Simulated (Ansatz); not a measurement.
System: sum formula SiN2H5, charge 0, multiplicity 2. It need not be the lowest isomer of its formula. 
Geometry from a B3LYP-D3(BJ)/def2-TZVP (Ansatz, a first-principles code) optimisation:
SMILES: N[SiH]N
```xyz
8

N      1.3748    -0.3507     0.2895
Si    -0.0161     0.4370    -0.3625
N     -1.3737    -0.4407     0.2172
H      2.2439     0.1525     0.3827
H      1.5329    -1.3328     0.1223
H      0.1277     1.8515     0.1208
H     -2.2637    -0.4337    -0.2503
H     -1.4226    -0.8154     1.1530
```
Charge 0, spin multiplicity 2.

Property: atomisation energy (electronic, to ground-state atoms), in eV. Cores are frozen in the correlated levels unless marked. Open shells are spin-unrestricted. Spin-orbit coupling is left out. Non-relativistic. The coupled-cluster limit lacks core correlation, which all-electron functionals hold. CBS(X,Y): correlation extrapolated as X^-3; Hartree-Fock from the larger set.

| level | program | atomisation energy (eV) | minus last row |
|---|---|---|---|
| HF/def2-TZVPP | Ansatz | 18.21 | -8.65 |
| HF/def2-QZVPPD | Ansatz | 18.31 | -8.55 |
| r2SCAN/def2-TZVPD | Ansatz | 26.70 | -0.16 |
| PBE0-D4/def2-TZVP | Ansatz + dftd4 | 26.65 | -0.21 |
| HSE06-D3(BJ)/def2-TZVPD | Ansatz + dftd3 | 26.73 | -0.13 |
| CAM-B3LYP-D3(BJ)/def2-TZVPD | Ansatz + dftd3 | 27.14 | 0.28 |
| CAM-B3LYP-D4/def2-TZVPD | Ansatz + dftd4 | 27.15 | 0.29 |
| wB97M-V/def2-TZVPD | Ansatz | 26.92 | 0.06 |
| MP2/STO-3G | Ansatz | 22.38 | -4.48 |
| MP2/CBS(def2-TZVPP,def2-QZVPP) | Ansatz | 27.07 | 0.21 |
| MP2/CBS(def2-TZVPPD,def2-QZVPPD) | Ansatz | 27.05 | 0.19 |
| RI-MP2/aug-cc-pV(Q+d)Z | Ansatz | 26.80 | -0.06 |
| RI-MP2/cc-pV(T+d)Z | Ansatz | 26.01 | -0.85 |
| RI-MP2/def2-TZVPP | Ansatz | 26.09 | -0.77 |
| RI-MP2/def2-QZVPP | Ansatz | 26.69 | -0.17 |
| RI-MP2/CBS(cc-pV(T+d)Z,cc-pV(Q+d)Z) | Ansatz | 27.06 | 0.20 |
| CCSD/def2-QZVPPD | Ansatz | 26.08 | -0.78 |
| CCSD/CBS(def2-TZVPP,def2-QZVPP) | Ansatz | 26.40 | -0.46 |
| CCSD(T)/cc-pV(T+d)Z | Ansatz | 25.80 | -1.06 |
| CCSD(T)/CBS(def2-TZVPPD,def2-QZVPPD) | Ansatz | 26.83 | -0.03 |
| CCSD(T)/CBS(aug-cc-pV(T+d)Z,aug-cc-pV(Q+d)Z) | Ansatz | 26.86 | 0.00 |
